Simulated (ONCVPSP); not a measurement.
## zinc (Zn): one change to an ONCV potential, before and after

Zn (Z = 30), optimised norm-conserving Vanderbilt (ONCV), made with ONCVPSP 4.0.1 (PBEsol, scalar-relativistic). Core [Ne] 3s2, reference 3p6 3d10 4s2. Waves: 4s: rc 2.05 bohr, ncon 3, nbas 6, qcut 2.8 1/bohr, 2 projectors, debl 3.1 Ha; 3p: rc 1.00 bohr, ncon 4, nbas 9, qcut 14.2 1/bohr, 2 projectors, debl 3.6 Ha; 3d: rc 1.15 bohr, ncon 3, nbas 7, qcut 12.6 1/bohr, 1 projector. Local part: polynomial inside 0.90 bohr (lpopt 1, dvloc0 0 Ha). Core correction: Teter function, fcfact 5.25, rcfact 1.75.

All-electron outer shells of the reference configuration (PBEsol, scalar-relativistic, ld1.x):

```tsv
shell	level (eV)	outermost node (bohr)	outermost maximum (bohr)
3s	-128.92	0.28	0.59
3p	-83.26	0.25	0.59
3d	-10.17	–	0.56
4s	-6.00	0.85	2.09
```

Change: all radii but the core radius scaled by about 1.18 (s 2.42, p 1.18, d 1.36 bohr); local potential polynomial inside 1.06 bohr (lpopt 1, dvloc0 0 Ha).

Cutoffs: the cutoffs (Ha) at which the residual kinetic energy of the hardest occupied pseudo-wave falls to 1 and 0.1 mHa per electron; they do not see the model core or the augmentation charge, which bear on the density cutoff. Errors are all-electron minus pseudo energies relative to the spin-unpolarised reference configuration.

Question: What does the change do?

Answer: The potential gets softer (66 Ha and 74 Ha → 59 Ha and 67 Ha); the lowest positive-energy flag moves from s at 25.6 eV to s at 62.9 eV; of the 4 tests that both files solve, the error grows in 4 and shrinks in 0 by more than 15 % and 0.3 meV (median size 29.4 → 62.3 meV); neither file shows a bound ghost. A larger radius leaves more room for a smooth pseudo-wave, so fewer plane waves are needed. More of the atom is replaced by a form fitted at one configuration, so other configurations suffer.

```csv
quantity,base,changed
"cutoff, loose",66 Ha,59 Ha
"cutoff, tight",74 Ha,67 Ha
loose cutoff by channel,"s 8.8 Ha, p 52 Ha, d 66 Ha","s 3.8 Ha, p 54 Ha, d 59 Ha"
bound ghosts,none,none
GHOST(+) flags under 300 eV,s at 25.6 eV,s at 62.9 eV
"error for 3p6 3d10 4s1, meV [ΔE 9.90 eV]",-3.3,-7.3
"error for 3p6 3d10 4s0, meV [ΔE 28.25 eV]",-30,-68
"error for 3p6 3d9 4s0, meV [ΔE 68.76 eV]",-76,-299
"error for 3p6 3d10 4s0 4p1, meV [ΔE 16.26 eV]",-28,-57
"rms error of d²Exc/dni dnj with the model core, mHa",1.08,1.15
```
